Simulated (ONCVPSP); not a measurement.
## K (Z = 19): excitation energies, all-electron against ONCV

```
Element                 : potassium (K)
Generator               : ONCVPSP 4.0.1
Type                    : optimised norm-conserving Vanderbilt (ONCV)
Functional              : PW91
Relativity              : scalar-relativistic
Frozen core             : [Ne]
Valence charge          : 9
Reference configuration : 3s2 3p6 4s1
Partial waves           : 3s+4s: rc 1.95 bohr, ncon 4, nbas 8, qcut 6.4 1/bohr, 2 projectors; 3p: rc 1.80 bohr, ncon 4, nbas 7, qcut 7.1 1/bohr, 2 projectors, debl 0.9 Ha; d scattering state at 0.19 Ha: rc 2.00 bohr, ncon 3, nbas 8, qcut 4.1 1/bohr, 2 projectors, debl 2.2 Ha; f scattering state at 0.06 Ha: rc 1.65 bohr, ncon 4, nbas 9, qcut 7.2 1/bohr, 2 projectors, debl 1.9 Ha
Local potential         : polynomial inside 1.25 bohr (lpopt 5, dvloc0 0 Ha)
Core correction         : none
```

Energies are relative to the spin-unpolarised reference configuration 3s2 3p6 4s1; without spin polarisation the order of configurations can differ from experiment.

(1) Give the all-electron excitation energy and the error of the potential for: 3s2 3p6 4s0; 3s2 3p6 4s0.5; 3s2 3p6 4s0 4p1; 3s1 3p6 4s1.

Levels in the configuration 3s2 3p6 4s0.5:

```csv
level,all-electron (eV),pseudo (eV)
3s,-38.215,-38.216
3p,-21.689,-21.690
4s,-4.259,-4.259
```

Answers

(1)

```json
{"valence configuration": "3s2 3p6 4s0", "charge": "+1", "ΔE all-electron (eV)": "4.345", "error AE − PS (meV)": "-0.1"}
{"valence configuration": "3s2 3p6 4s0.5", "charge": "+0.5", "ΔE all-electron (eV)": "1.639", "error AE − PS (meV)": "0.0"}
{"valence configuration": "3s2 3p6 4s0 4p1", "charge": "0", "ΔE all-electron (eV)": "1.541", "error AE − PS (meV)": "0.0"}
{"valence configuration": "3s1 3p6 4s1", "charge": "+1", "ΔE all-electron (eV)": "42.043", "error AE − PS (meV)": "-64"}
```
